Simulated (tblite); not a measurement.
Isomers of C5H6ClF2 (doublet state). All values are computed: GFN2-xTB (tblite) harmonic vibrations without scaling, gas phase. Errors from tens to a few hundred cm⁻¹ against measured bands are possible. One conformer each. Open shells enter through the occupations alone, without spin polarisation, and single modes of such species can be off by tens of per cent.

Electronic energies: GFN2-xTB at the same geometries; isomer energies are rough at this level and their order can be wrong.

```json
{"SMILES": "C=C[C@H](Cl)[CH]C(F)F", "electronic energy, lowest = 0 (kJ/mol)": "92.8"}
{"SMILES": "C=C[C@H](Cl)C[C](F)F", "electronic energy, lowest = 0 (kJ/mol)": "87.5"}
{"SMILES": "C=[C][C@H](Cl)CC(F)F", "electronic energy, lowest = 0 (kJ/mol)": "107.9"}
{"SMILES": "[H]/[C]=C\\[C@H](Cl)CC(F)F", "electronic energy, lowest = 0 (kJ/mol)": "143.1"}
{"SMILES": "C=C[C](Cl)CC(F)F", "electronic energy, lowest = 0 (kJ/mol)": "0.0"}
```

Q: How do GFN2-xTB zero-point energies change the relative energies?

A: 
| SMILES | ZPE (kJ/mol) | of it from modes above 1550 cm⁻¹ | electronic (kJ/mol) | with ZPE, lowest = 0 (kJ/mol) | lowest mode (cm⁻¹) | rings |
| --- | --- | --- | --- | --- | --- | --- |
| C=C[C](Cl)CC(F)F | 253.1 | 109.1 | 0.0 | 0.0 | 31 | 0 |
| C=C[C@H](Cl)C[C](F)F | 253.3 | 119.5 | 87.5 | 87.7 | 39 | 0 |
| C=C[C@H](Cl)[CH]C(F)F | 248.2 | 119.0 | 92.8 | 87.9 | 25 | 0 |
| C=[C][C@H](Cl)CC(F)F | 247.3 | 118.0 | 107.9 | 102.1 | 50 | 0 |
| [H]/[C]=C\[C@H](Cl)CC(F)F | 250.4 | 118.3 | 143.1 | 140.4 | 50 | 0 |

The zero-point energies span 6.0 kJ/mol, from `C=[C][C@H](Cl)CC(F)F` to `C=C[C@H](Cl)C[C](F)F`. The order is unchanged.

Q: What do entropy and thermal enthalpy add at 298.15 K and 1 bar (rigid rotor, harmonic oscillator, one conformer each)?

A: 
| SMILES | point group | symmetry number | S (J/(mol K)) | H − H(0) (kJ/mol) | ZPE + H − H(0) − TS (kJ/mol) |
| --- | --- | --- | --- | --- | --- |
| C=C[C](Cl)CC(F)F | C1 | 1 | 406.7 | 25.95 | 157.7 |
| C=C[C@H](Cl)C[C](F)F | C1 | 1 | 411.1 | 26.51 | 157.2 |
| C=[C][C@H](Cl)CC(F)F | C1 | 1 | 415.4 | 27.64 | 151.1 |
| [H]/[C]=C\[C@H](Cl)CC(F)F | C1 | 1 | 407.9 | 26.36 | 155.1 |

S holds R ln(2S + 1) for the spin.

Not tabulated: `C=C[C@H](Cl)[CH]C(F)F` (lowest mode only 25 cm⁻¹).
